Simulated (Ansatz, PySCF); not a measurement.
Sites of deprotonation of N[SiH](N)N:

A. N[SiH](N)N → [NH-][SiH](N)N + H+
B. N[SiH](N)N → N[Si-](N)N + H+

Quantity: gas-phase deprotonation energy (enthalpy at 298 K, with B3LYP-D3(BJ) rigid-rotor harmonic-oscillator terms from PySCF), kcal/mol. Geometries: B3LYP-D3(BJ)/def2-TZVP minima from Ansatz (an electronic-structure program), one conformer each, not searched for the lowest. Cores are frozen in the correlated levels unless marked. No spin-orbit coupling. No relativistic terms. CBS(X,Y): correlation extrapolated as X^-3; Hartree-Fock from the larger set. Anions need diffuse functions, which plain sets lack and def2-D sets hold few of.

```
   HF/aug-cc-pV(D+d)Z (Ansatz)  B2GP-PLYP-D4/def2-TZVPD (Ansatz + dftd4)  CCSD(T)/aug-cc-pV(T+d)Z (Ansatz)  CCSD(T)/CBS(aug-cc-pV(T+d)Z,aug-cc-pV(Q+d)Z) (Ansatz)
-  ---------------------------  ----------------------------------------  --------------------------------  -----------------------------------------------------
A                        389.6                                     380.4                             380.1                                                  380.6
B                        400.3                                     392.3                             389.8                                                  392.1
```
